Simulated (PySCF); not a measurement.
# Electron correlation in Si (silicon, neutral)

[Ne] 3s1 3p2 4s1, high-spin 5P determinant (an excited configuration). Calculation: PySCF 2.14, in aug-cc-pCVTZ-DK (8s7p5d3f, 75 functions); the spin-free X2C one-electron Hamiltonian (Gaussian nucleus). Frozen: [Ne]; 4 electrons correlated.

```json
{"level": "CCSD", "correlation energy (mhartree)": "-23.95"}
{"level": "(T)", "correlation energy (mhartree)": "-0.43"}
{"level": "CCSD(T)", "correlation energy (mhartree)": "-24.38"}
```

Diagnostics: T1 = 0.012, D1 = 0.0325, largest double amplitude 0.040.

The outer electron is Rydberg-like, and this basis confines it to a smaller radius and binds it less than a complete one would.

Cost of the coupled-cluster step: roughly 8 core-seconds, for 4 correlated electrons.
